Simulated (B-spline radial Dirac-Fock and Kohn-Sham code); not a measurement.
Kohn-Sham estimates against Dirac-Fock for the levels of Sn⁴⁺

System: Sn⁴⁺ in the configuration [Kr] 4d9 5p1 (not the ground configuration).

The density-functional columns are spherical, spin-unpolarised Dirac-Kohn-Sham results without Breit or QED terms: −ε is minus the orbital energy of the initial state and ΔSCF the difference of two total energies. The reference in the last column comes from Dirac-Fock (average of configuration) total-energy differences with a finite nucleus, the Breit interaction including its frequency dependence, and self-energy and vacuum-polarisation corrections. All numbers are from an atomic code on a B-spline grid, in eV; a selection of levels is shown. For the 1s level of heavy atoms much of the gap between ΔSCF and the reference is the Breit and QED part, -96.0 eV here; for other levels the error of the functional can be larger.

| level | LDA −ε | LDA ΔSCF | Dirac-Fock |
| --- | --- | --- | --- |
| 1s | 29011.4 | 29349.7 | 29263.0 |
| 2s | 4423.6 | 4485.1 | 4535.1 |
| 2p1/2 | 4137.9 | 4214.1 | 4220.9 |
| 2p3/2 | 3907.6 | 3979.3 | 3993.4 |
| 3s | 894.8 | 917.1 | 950.4 |
| 3p1/2 | 778.5 | 801.4 | 822.7 |
| 3p3/2 | 736.5 | 758.7 | 780.1 |
| 3d3/2 | 530.2 | 554.4 | 556.5 |
| 4s | 183.9 | 194.9 | 206.3 |
| 4p1/2 | 144.8 | 155.6 | 161.9 |
| 4p3/2 | 137.0 | 147.5 | 154.1 |
| 4d | 74.50 | 83.94 | 82.48 |
| 5p | 39.38 | 44.05 | 42.09 |

Values without a named source are computed, but for edge energies of neutral atoms, which are taken from tables.
